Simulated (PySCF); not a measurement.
O2Ti, singlet, at a GFN2-xTB geometry (such geometries of metal compounds can be far from the true shape). Base run: HF/3-21G (PySCF).

Input for PySCF:
```python
from pyscf import gto, scf

mol = gto.Mole()
mol.atom = '''
    Ti    0.238994    0.045731    0.286556
    O     0.695269    0.116723   -1.276621
    O    -1.352503   -0.242482    0.488593
'''
mol.basis = '3-21g'
mol.charge = 0
mol.spin = 0
mol.verbose = 4
mol.build()

mf = scf.RHF(mol)
mf.kernel()
```

The base run was repeated with changes; each row names its change, and settings that it needs were set with it.

```csv
change,ΔE vs base (mEh),fitting functions,dipole (D),outcome
base,0.000,-,7.66,converged
auxbasis = cc-pvtz-jkfit,-,-,-,input refused
auxbasis = cc-pvtz-ri,-,-,-,input refused
auxbasis = def2-universal-jfit,3743.2,187,7.66,converged
auxbasis = default (with mf = mf.density_fit()),0.397,418,7.66,converged
only_dfj = on; auxbasis = def2-universal-jfit,-1.772,187,7.67,converged
auxbasis = def2-svp-ri,-3658.6,239,7.65,converged
auxbasis = even-tempered beta=2.0,0.773,346,7.67,converged
auxbasis = autoaux,0.838,440,7.67,converged
auxbasis = even-tempered beta=3.0,-1.949,221,7.68,converged
```

A fitting set is made for a task (jfit for Coulomb, jkfit for Coulomb and exchange, ri for correlation) and for a family of orbital bases.

- auxbasis = cc-pvtz-jkfit: ended with `pyscf.lib.exceptions.BasisNotFoundError: Basis set not found for Ti in cc-pvtz-jkfit`
- auxbasis = cc-pvtz-ri: ended with `pyscf.lib.exceptions.BasisNotFoundError: Basis set not found for Ti in cc-pvtz-ri`
